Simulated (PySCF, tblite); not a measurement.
Isomers of C6H15P3, one GFN2-xTB conformer each. Single-point energies are computed at PBE0/pcSseg-1 (PySCF, gas phase, no added dispersion term), electronic only.

**Question.** Rank them by PBE0/pcSseg-1 energy, lowest first (kcal/mol).
A. `[CH3:1][CH2:2][P:3]1[CH2:4][CH2:5][P:6]([PH2:7])[CH2:8][CH2:9]1` with C1–C2–P3–C4 -76°, C5–P6–P7–H -84° and -176°, C2–P3–C4–C5 -162°, P3–C4–C5–P6 73°, C4–C5–P6–P7 -164°, C5–P6–C8–C9 65°
B. `[CH3:1][P:2]([CH3:3])[P:4]1[CH2:5][CH2:6][PH:7][CH2:8][CH2:9]1` with C1–P2–P4–C5 82°, P2–P4–C5–C6 163°, P4–C5–C6–P7 -68°, C5–C6–P7–C8 53°, C6–P7–C8–C9 -53°

**Answer.** B (0.0), A (5.2).

GFN2-xTB itself gives, in the same order: 1.6, 0.0. GFN2-xTB puts CCP1CCP(P)CC1 lowest instead.

**Question.** Which frontier levels, dipoles and rotational constants go with these structures?

**Answer.** 
```csv
SMILES,"HOMO (eV, PBE0/pcSseg-1)",LUMO (eV),dipole (D),"A, B, C (MHz)"
CP(C)P1CCPCC1,-6.16,0.17,1.47,"2133, 565.5, 487.9"
CCP1CCP(P)CC1,-6.31,0.22,1.27,"2667, 477.9, 440.1"
```

**Question.** What happens when harmonic zero-point energies from GFN2-xTB frequencies are added?

**Answer.** 
```csv
SMILES,ZPE (kcal/mol),electronic (kcal/mol),with ZPE (kcal/mol)
CP(C)P1CCPCC1,122.3,0.0,0.0
CCP1CCP(P)CC1,121.8,5.2,4.6
```

The zero-point energies span 0.5 kcal/mol. The order is unchanged.

**Question.** As an exercise, what shares would exp(−E/RT) give at 2000 K from these electronic energies alone (no entropy, no degeneracies)?

**Answer.** RT = 3.974 kcal/mol: CP(C)P1CCPCC1 78.5 %, CCP1CCP(P)CC1 21.5 %.
